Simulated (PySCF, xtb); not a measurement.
Te(F)(OH) (FHOTe), SMILES [Te](O)F. Other conformers were not sampled.

Harmonic wavenumbers (cm⁻¹) from GFN2-xTB run with xtb at its own minimum, in rising order: 179, 350, 473, 566, 941, 3561.

### Question
What does B3LYP-D3(BJ)/def2-TZVP (PySCF) give at its own minimum? (The exact figures need the calculation; the answer reports its results.)

### Answer
206, 462, 596, 635, 1009, 3785. Paired by order, the mean absolute difference is 104 cm⁻¹ and the zero-point energies are 8.7 and 9.6 kcal/mol.
